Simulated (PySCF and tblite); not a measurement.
Values are calculated unless marked as measured or tabulated.
System: C₈H₅OS₂ (charge -1), numbered as in [S-:1][c:2]1[cH:3][cH:4][c:5](-[c:6]2[cH:7][cH:8][cH:9][s:10]2)[o:11]1.

For the rotation about the C5–C6 bond (torsion C4–C5–C6–C7 from 180° to 360°, rising): electronic barrier 8.96 kcal/mol, zero-point change -0.18 kcal/mol, thermal and entropy terms at 250 K a further 0.34 kcal/mol (symmetry numbers apart). The minimum is Cs, the saddle C1. Geometries: GFN2-xTB; energies: PBE0/pcSseg-1 + D3(BJ); zero-point and thermal terms from GFN2-xTB harmonic modes (soft modes blended into free rotors). Rates follow Eyring's equation with the number of equivalent paths and no tunnelling. Run with tblite and PySCF.

Problem. How many equivalent paths lead out of the minimum?

Solution. 2: the symmetry number of the minimum is 1, that of the saddle displaced along its mode 1, and the displaced saddle is chiral while the minimum is not, which doubles the count.

Problem. Work out the rate at 250 K.

Solution. ΔG‡ = 9.12 kcal/mol; k_B T/h = 5.2×10¹² s⁻¹; exp(−ΔG‡/RT) = 1.1×10⁻⁸; times 2 gives k = 1.1×10⁵ s⁻¹. Wigner's tunnelling factor for the 106i cm⁻¹ mode would be 1.02.

The ion is treated without a counter-ion.
